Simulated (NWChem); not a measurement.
TaNHF$_{3}$; SMILES [Ta]([F])([F])([F])=[NH]

```xyz
6

Ta    -0.0001     0.0001     0.0196
N      0.0019    -0.0084    -1.7502
H      0.0031    -0.0133    -2.7707
F      1.2726     1.2891     0.5741
F     -1.7515     0.4622     0.5746
F      0.4765    -1.7432     0.5876
```
Atoms are numbered in this order, from 1.

Level: PBE-D3(BJ)/def2-SVP with def2 effective core potentials on Ta (NWChem), optimised geometry, unscaled harmonic frequencies. def2 effective core potentials on Ta; no spin-orbit coupling.

| frequency (cm⁻¹) | IR intensity (km/mol) |
|---|---|
| 155 | 5.7 |
| 155 | 5.7 |
| 191 | 10.3 |
| 244 | 0.1 |
| 244 | 0.1 |
| 531 | 161.8 |
| 531 | 161.8 |
| 672 | 54.8 |
| 675 | 103.6 |
| 675 | 103.6 |
| 992 | 93.3 |
| 3591 | 163.6 |

```json
{
  "zero_point_energy": "12.4 kcal/mol",
  "thermal correction to the enthalpy at 298.15 K (with zero-point energy)": "17.0 kcal/mol",
  "heat capacity Cv": "20.5 cal/(mol K)",
  "entropy at 298.15 K and 1 atm (symmetry number 3)": "80.4 cal/(mol K)"
}
```

Rigid rotor and harmonic oscillator.
